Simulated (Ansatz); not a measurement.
Relaxation of CH₃FNSi (7 atoms, charge -1, multiplicity 1), to a largest force component of 0.015 eV/Å in at most 40 steps.

Level of theory: RKS r2SCAN-D4/def2-SVP in Ansatz.

```xyz
7
Properties=species:S:1:pos:R:3:forces:R:3
N 0.829 0.770 -1.323 0.39 0.89 -0.67
C -0.062 0.623 -0.387 1.17 -0.76 -0.45
Si -1.693 1.457 -0.237 -1.63 -0.18 0.08
F -2.187 1.163 1.368 0.15 -0.23 0.05
H 1.460 -0.043 -1.346 -0.04 -0.03 0.13
H 0.047 -0.349 0.122 -0.54 -0.43 0.95
H -1.428 2.914 -0.064 0.50 0.74 -0.09
```

Where does it end, and by what steps?

The run converged. Limits of this set-up: an anion without diffuse functions, the dipole of an ion depends on the origin. After 7 steps the energy has fallen by 0.248 eV; H6 moved furthest, 0.28 Å.

```tsv
step	energy less start (eV)	largest force component (eV/Å)	accepted
0	0.0000	1.635	yes
1	-0.1668	1.830	yes
2	-0.2050	0.946	yes
3	-0.2302	0.709	yes
4	-0.2394	0.282	yes
5	-0.2453	0.114	yes
6	-0.2473	0.063	yes
7	-0.2476	0.013	yes
```

```xyz
7
Properties=species:S:1:pos:R:3
N 0.737 0.705 -1.439
C -0.123 0.605 -0.475
Si -1.826 1.491 -0.300
F -2.137 0.986 1.305
H 1.501 0.026 -1.286
H 0.027 -0.167 0.336
H -1.213 2.888 -0.006
```

Run time: 30 s on 1 thread of Intel(R) Xeon(R) Platinum 8488C (Sapphire Rapids) (shared host), peak memory 0.18 GiB.
